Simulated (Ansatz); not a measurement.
Total energies of Si₈Sn₂H₁₈, an alloyed cluster cut from the lattice of silicon (2 Sn, side) from Ansatz at PBE0-D4/def2-SVP, gas phase (1 Eh = 27.2114 eV = 2625.5 kJ/mol). The reference geometry is relaxed at PBE0-D4/def2-SVP.

Cartesian coordinates in Å:
```
Sn -2.669 1.569 -0.700
Si -3.194 -2.496 0.659
Si 1.219 2.459 -1.310
Si 3.971 -0.103 -0.838
Si 0.332 -1.048 -0.016
Si -0.232 1.228 0.061
Si -1.005 -2.280 1.472
Sn -4.321 -0.184 0.690
Si 2.579 -1.319 0.606
Si 3.437 2.170 -0.604
H -3.138 3.207 -0.480
H -2.751 1.221 -2.380
H -3.974 -3.485 1.470
H -3.136 -2.989 -0.754
H 0.828 3.905 -1.305
H 1.080 1.940 -2.709
H 5.416 -0.355 -0.535
H 3.700 -0.524 -2.250
H 0.133 -1.550 -1.416
H -0.086 1.685 1.482
H -1.026 -1.553 2.781
H -0.389 -3.627 1.697
H -4.470 0.349 2.316
H -5.894 -0.245 0.004
H 2.735 -0.785 1.997
H 2.939 -2.773 0.616
H 3.542 2.550 0.842
H 4.374 3.032 -1.393
```

```csv
state,geometry,energy (Eh)
charge 0 singlet,reference,-2753.75751
charge 1 doublet,reference,-2753.45255
charge -1 doublet,reference,-2753.76115
free Sn atom (triplet),–,-214.25429
free Si atom (triplet),–,-289.15194
free H atom (doublet),–,-0.50029
```

In the def2 sets Sn takes a core potential; there is no spin–orbit coupling.

(1) Work out the vertical ionisation energy to the doublet.

(2) Work out the vertical electron affinity, to the doublet.

(3) Give the fundamental gap IE − EA, the Mulliken electronegativity (IE + EA)/2 and the hardness (IE − EA)/2.

(4) What is the binding energy per atom against free atoms?

(1) E(charge 1 doublet) − E(charge 0 singlet) = -2753.45255 − (-2753.75751) = 0.30496 Eh = 8.30 eV. For comparison, −ε of the highest occupied level is 7.03 eV at this level, 1.27 eV less.

(2) E(charge 0 singlet) − E(charge -1 doublet) = -2753.75751 − (-2753.76115) = 0.00364 Eh = 0.10 eV; so near zero that its sign isn't settled. The basis lacks diffuse functions, which makes affinities too small.

(3) From the values in Eh: IE − EA = 0.30496 − 0.00364 = 0.30132 Eh = 8.20 eV; (IE + EA)/2 = 4.20 eV; (IE − EA)/2 = 4.10 eV. The HOMO–LUMO gap of the same run is 5.86 eV, 2.34 eV smaller than the fundamental gap.

(4) Atoms: 2 × (-214.25429) + 8 × (-289.15194) + 18 × (-0.50029) = -2750.72932 Eh. Binding: -2750.72932 − (-2753.75751) = 3.02819 Eh = 82.40 eV, or 2.94 eV for each of 28 atoms (no zero-point energy, no counterpoise term).

At PBE0-D4/def2-SVP the highest occupied level of the charge -1 doublet lies above zero (up to 1.09 eV). Energy differences put its binding near zero (0.10 eV; vertical, to the charge 0 singlet, at PBE0-D4/def2-SVP), which leaves it undecided.
